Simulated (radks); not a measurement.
Values are calculated unless marked as measured or tabulated.
Neutral strontium, configuration [Kr] 5s2. Code: a radial shooting solver on a logarithmic mesh with Libxc functionals. Model: Dirac Kohn-Sham, LDA (Slater exchange, Perdew-Zunger correlation), spin-unpolarised, spherical densities, point nucleus.

Normalised radial functions P(r) = r R(r) (large component), r in bohr:

r,3d5/2
0.001322,0.0000
0.001778,0.0000
0.00239,0.0000
0.003188,0.0000
0.004286,0.0001
0.005762,0.0002
0.007747,0.0005
0.01042,0.0011
0.01389,0.0024
0.01868,0.0055
0.02511,0.0123
0.03376,0.0269
0.04539,0.0569
0.06054,0.1133
0.0814,0.2180
0.1094,0.3919
0.1471,0.6471
0.1962,0.9531
0.2638,1.2511
0.3547,1.4111
0.4769,1.3352
0.6412,1.0346
0.8552,0.6451
1.15,0.3002
1.546,0.0980
2.078,0.0203
2.794,0.0023
3.727,0.0001
5.011,0.0000
6.737,0.0000
9.058,0.0000
12.18,0.0000

3d5/2: eigenvalue -127.42 eV, 0 radial nodes, <r> = 0.500 bohr, 90 % of the charge inside 0.812 bohr.
